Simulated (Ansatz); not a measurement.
A CCSD(T) single point on C₂H₆Ge, SMILES `[CH2]1[CH2][GeH2]1`.

```yaml
crystal:
  periodic: [false, false, false]
  atoms:
    - {symbol: C, position_ang: [-0.213768, -0.425190, -0.861862]}
    - {symbol: C, position_ang: [0.970467, 0.172114, -0.110298]}
    - {symbol: Ge, position_ang: [-0.683029, 0.223123, 0.908427]}
    - {symbol: H, position_ang: [-0.584341, 0.129114, -1.716997]}
    - {symbol: H, position_ang: [-0.205714, -1.497814, -1.020718]}
    - {symbol: H, position_ang: [1.743374, -0.514759, 0.216255]}
    - {symbol: H, position_ang: [1.364730, 1.112136, -0.480085]}
    - {symbol: H, position_ang: [-1.424077, 1.548135, 1.023125]}
    - {symbol: H, position_ang: [-0.879241, -0.793060, 2.025051]}
basis:
  gaussian: {orbitals: def2-SVP}
correlation: {method: ccsd_t}
```

```sh
$ ansatz run in.yaml --threads 2 --pin off --events-out ev --progress --plain --max-ram 4352MiB
```

The program prints (abridged):

```
Functional definition: HF
921 factors; integrals over basis functions are off by at most 1.4e-3 eV
mean field evaluation 1: about -58616.7227 eV, gradient 2.7e1 eV
mean field evaluation 2: about -58616.7580 eV, gradient 2.7e1 eV
mean field evaluation 4: about -58619.0245 eV, gradient 2.9e0 eV
mean field evaluation 8: about -58619.0558 eV, gradient 1.5e-1 eV
mean field evaluation 16: about -58619.0175 eV, gradient 4.3e-1 eV
mean field -58619.05585367 eV, -2154.2105691993 hartree, gradient 4.6e-6 eV, S^2 0.000000; 0 other end points of the search recorded, 0 dependent functions left out
11 core orbitals not correlated: weight in the atoms' cores, before any rotation towards them, 1.000 or more for the frozen orbitals, at most 0.000 for the correlated occupied ones
reference -58619.05585367 eV, -2154.2105691993 hartree; 14, 14 occupied and 65, 65 virtual orbitals, 921 factors
second order -14.15043154 eV of doubles, -0.00000000 eV of singles
cycle   1  -14.43252619 eV  change   -2.8e-1 eV  update   8.7e-2
cycle   2  -14.89990529 eV  change   -4.7e-1 eV  update   2.7e-2
cycle   3  -14.95823137 eV  change   -5.8e-2 eV  update   1.1e-2
cycle   4  -14.95897966 eV  change   -7.5e-4 eV  update   2.6e-3
cycle   5  -14.95909249 eV  change   -1.1e-4 eV  update   7.7e-4
cycle   6  -14.95895936 eV  change    1.3e-4 eV  update   2.4e-4
cycle   7  -14.95891586 eV  change    4.4e-5 eV  update   7.5e-5
cycle   8  -14.95890834 eV  change    7.5e-6 eV  update   2.5e-5
perturbative correction -0.48539448 eV, -0.0178379181 hartree
Total energy: -58634.50015649 eV, -2154.7781368595 hartree
```

Run time 4.3 s (2 threads of an Arm Neoverse V1 on a shared host); peak host memory 0.38 GiB.

Correlation energy per correlated electron: -0.552 eV. T1 diagnostic: 0.0095.
